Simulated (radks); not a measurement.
Results of a calculation; reference values are marked as such.
The promethium ion Pm12+, 49 electrons, occupied as [Kr] 4d10 4f1 5s2. Level of theory: scalar-relativistic Kohn-Sham, BLYP, spin-polarised, spherical densities, finite nucleus; open shells are filled with parallel spins first (spin-orbit coupling, left out, can overturn this in heavy ions); Fermi nuclear charge, rms radius 4.962 fm (a radial shooting solver on a logarithmic mesh with Libxc functionals).

X-ray form factor f0, the Fourier transform of the density (f0(0) = 49):

sin(theta)/lambda (1/angstrom),f0 (electrons)
0.05,48.753
0.1,48.028
0.15,46.872
0.2,45.356
0.25,43.564
0.3,41.586
0.4,37.395
0.5,33.306
0.6,29.617
0.8,23.803
1,19.895
1.25,16.779
1.5,14.560
2,10.776
